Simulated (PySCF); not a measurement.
Stepwise substitution at one centre (Sn OCH3-H). Gas-phase values, no solvent. One relaxed conformer stands for each flexible species; it need not be the lowest. Strings in code marks are SMILES.

Level of theory: PySCF 2.14.0 with B3LYP-D3(BJ)/def2-TZVP // B3LYP-D3(BJ)/def2-SVP. All candidates: neutral, multiplicity 1. B3LYP has the VWN-RPA correlation part, as in Gaussian. Excitations are Tamm–Dancoff values on a coarser integration grid. The basis has no diffuse functions, so Rydberg states are missing or too high.

The HOMO is -7.71 eV and the S1 excitation (TDA) comes out as 4.45 eV. The HOMO–LUMO gap comes out as 5.63 eV.

Task: Say which member has these values.
A. `C[O][Sn]([O]C)([O]C)[O]C`
B. `C[O][SnH2][O]C` (C–O–Sn–O torsion 60°, O–Sn–O–C torsion 60°)
C. `C[O][SnH]([O]C)[O]C`
D. `C[O][SnH3]`

Result: A, `C[O][Sn]([O]C)([O]C)[O]C`. The others give `C[O][SnH2][O]C` (C–O–Sn–O torsion 60°, O–Sn–O–C torsion 60°): -7.36 eV, 5.50 eV, 6.60 eV; `C[O][SnH3]`: -7.21 eV, 5.27 eV, 6.45 eV; `C[O][SnH]([O]C)[O]C`: -7.50 eV, 5.02 eV, 6.13 eV
